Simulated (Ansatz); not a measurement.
C2H9InO2 (`[CH3][In-]([CH3])([OH])[OH2+]`), charge 0, multiplicity 1.

(1) Give a relaxed structure at PBE0-D4/def2-TZVP (Ansatz 0.2.0). (An estimate is asked.)

## Answers

(1) Ansatz gave: 
Z-matrix (Å, degrees):
```
C
In 1 2.142
H 1 1.090 2 111.7
H 1 1.091 2 108.7 3 120.3
H 1 1.092 2 110.1 3 -120.8
C 2 2.141 1 138.8 3 17.2
O 2 2.081 1 111.3 3 179.8
O 2 2.399 1 104.6 3 -107.7
H 6 1.091 2 110.9 1 -65.1
H 6 1.091 2 110.9 1 55.1
H 6 1.091 2 108.9 1 174.6
H 7 0.958 2 116.5 1 -17.9
H 8 0.999 2 76.5 1 -107.1
H 8 0.961 2 118.4 1 150.3
```
This is one stationary point; other conformers may exist.
